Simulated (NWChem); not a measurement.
System meant: AgH₃O; SMILES [AgH]<-[OH2]

The following NWChem deck was run.

```
start job
memory heap 200 mb stack 900 mb global 1100 mb
geometry units angstroms noautoz
  Ag     0.001313    -0.296693    -0.054577
  H      0.008077    -1.893236     0.057982
  O     -0.008254     1.964401    -0.153109
  H     -0.780985     2.303980     0.339252
  H      0.761770     2.310501     0.338952
end
basis spherical
  Ag library def2-svp
  H library def2-svp
  O library def2-svp
end
dft
  xc xpbe96 cpbe96
  iterations 150
  mulliken
end
task dft energy
```

End of the output:

```
             Northwest Computational Chemistry Package (NWChem) 7.3.0
             --------------------------------------------------------

 CS  symmetry detected

                             Geometry "geometry" -> ""
                             -------------------------

 Output coordinates in angstroms (scale by  1.889725989 to convert to a.u.)

  No.       Tag          Charge          X              Y              Z
 ---- ---------------- ---------- -------------- -------------- --------------
    1 Ag                  47.0000    -0.00838232    -0.37405362     0.00000000
    2 H                    1.0000     0.07660457    -1.97231582     0.00000000
    3 O                    8.0000    -0.06787455     1.88842441     0.00000000
    4 H                    1.0000     0.43018034     2.22272032    -0.77138441
    5 H                    1.0000     0.43018034     2.22272032     0.77138441

 Effective nuclear repulsion energy (a.u.)     131.9300913854

      Symmetry information
      --------------------

 Group name             Cs
 Group number              2
 Group order               2
 No. of unique centers     4

  pbe96 is a nonlocal functional; adding pw91lda local functional.

                                 NWChem DFT Module
                                 -----------------

 Summary of "ao basis" -> "ao basis" (spherical)
 ------------------------------------------------------------------------------
       Tag                 Description            Shells   Functions and Types
 ---------------- ------------------------------  ------  ---------------------
 Ag                         def2-svp                11       31   5s3p2d1f
 H                          def2-svp                 3        5   2s1p
 O                          def2-svp                 6       14   3s2p1d

      Symmetry analysis of basis
      --------------------------

        a'         40
        a"         20

            General Information
            -------------------
          SCF calculation type: DFT
          Wavefunction type:  closed shell.
          No. of atoms     :     5
          No. of electrons :    58
           Alpha electrons :    29
            Beta electrons :    29
          Charge           :     0
          Spin multiplicity:     1
          Use of symmetry is: on ; symmetry adaption is: on
          Maximum number of iterations: 150
          AO basis - number of functions:    60
                     number of shells:    26
          Convergence on energy requested:  1.00D-06
          Convergence on density requested:  1.00D-05
          Convergence on gradient requested:  5.00D-04

              XC Information
              --------------
          PerdewBurkeErnzerhof Exchange Functional  1.000
            Perdew 1991 LDA Correlation Functional  1.000 local
           PerdewBurkeErnz. Correlation Functional  1.000 non-local

             Grid Information
             ----------------
          Grid used for XC integration:  medium
          Radial quadrature: Mura-Knowles
          Angular quadrature: Lebedev.
          Tag              B.-S. Rad. Rad. Pts. Rad. Cut. Ang. Pts.
          ---              ---------- --------- --------- ---------
          Ag                  1.60      123           9.0       590
          H                   0.35       45          11.0       434
          O                   0.60       49          10.0       434
          Grid pruning is: on
          Number of quadrature shells:   262
          Spatial weights used:  Erf1

      Superposition of Atomic Density Guess
      -------------------------------------

 Sum of atomic energies:       -1196.14442100

      Non-variational initial energy
      ------------------------------

 Total energy =   -1198.452680
 1-e energy   =   -1908.383101
 2-e energy   =     578.000329
 HOMO         =      -1.914126
 LUMO         =      -1.352254

      Symmetry analysis of molecular orbitals - initial
      -------------------------------------------------

  Numbering of irreducible representations:

     1 a'          2 a"

  Orbital symmetries:

     1 a'          2 a'          3 a'          4 a"          5 a'
     6 a'          7 a'          8 a"          9 a'         10 a"
    11 a'         12 a'         13 a"         14 a'         15 a"
    16 a'         17 a'         18 a"         19 a'         20 a'
    21 a"         22 a'         23 a'         24 a'         25 a'
    26 a"         27 a'         28 a"         29 a'         30 a'
    31 a"         32 a'         33 a'         34 a'         35 a"
    36 a'         37 a'         38 a'         39 a"

     ---------------------------------------------
      Total Density - Mulliken Population Analysis
     ---------------------------------------------

    Atom       Charge   Shell Charges
 -----------   ------   -------------------------------------------------------
    1 Ag  47    54.59   2.00  2.01  2.03  2.76 -0.61  6.02  6.63 -0.28 10.04  9.99 14.01
    2 H    1     0.07   0.50 -0.56  0.14
    3 O    8     3.17   1.99  0.82  0.67  0.09 -0.39 -0.00
    4 H    1     0.08   0.08  0.00  0.00
    5 H    1     0.08   0.08  0.00  0.00

[...]
```

Problem. Find the fault in this run and fix the input.

Solution. The run ends normally but its numbers are meaningless: the def2 basis of a heavy element holds valence functions alone and wants its effective core potential (without it all electrons must fit into that basis). This input runs:
```
start job
memory heap 200 mb stack 900 mb global 1100 mb
geometry units angstroms noautoz
  Ag     0.001313    -0.296693    -0.054577
  H      0.008077    -1.893236     0.057982
  O     -0.008254     1.964401    -0.153109
  H     -0.780985     2.303980     0.339252
  H      0.761770     2.310501     0.338952
end
basis spherical
  Ag library def2-svp
  H library def2-svp
  O library def2-svp
end
ecp
  Ag library def2-ecp
end
dft
  xc xpbe96 cpbe96
  iterations 150
  mulliken
end
task dft energy
```
It converges to -223.83985 Ha (PBE/def2-SVP with def2 effective core potentials on Ag). The faulty run gave -1295.112 Ha, with all electrons squeezed into the valence basis.
